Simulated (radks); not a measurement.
Polarisability of the phosphorus ion P8+, [He] 2s2 2p3, at imaginary frequency. All-electron calculation, non-relativistic Kohn-Sham, LDA (Slater exchange, Perdew-Wang correlation), spin-polarised, spherical densities, point nucleus; open shells are filled with parallel spins first. Program: a radial shooting solver on a logarithmic mesh with Libxc functionals. Response by self-consistent Sternheimer equations with the Hartree and adiabatic LDA kernel.

| w (hartree) | alpha1(iw) (bohr^3) |
|---|---|
| 0.00266 | 0.1011 |
| 0.0143 | 0.1011 |
| 0.0360 | 0.1010 |
| 0.0697 | 0.1009 |
| 0.118 | 0.1007 |
| 0.186 | 0.1002 |
| 0.280 | 0.09913 |
| 0.413 | 0.09699 |
| 0.605 | 0.09291 |
| 0.892 | 0.08557 |
| 1.35 | 0.07388 |
| 2.12 | 0.05874 |
| 3.59 | 0.04346 |
| 6.94 | 0.02842 |
| 17.5 | 0.01054 |

Static values: alpha1 = 0.1011 bohr^3 (0.01498 angstrom^3; uncoupled 0.1249). C6 = 0.02549, triple-dipole C9 = 0.001573 atomic units. One-pole (London) frequency 4 C6 / (3 alpha1^2) = 3.327 hartree, against 12.763 for minus the highest occupied eigenvalue. The dipole shielding factor is 0.467, as the force sum rule N/Z = 0.467 demands.
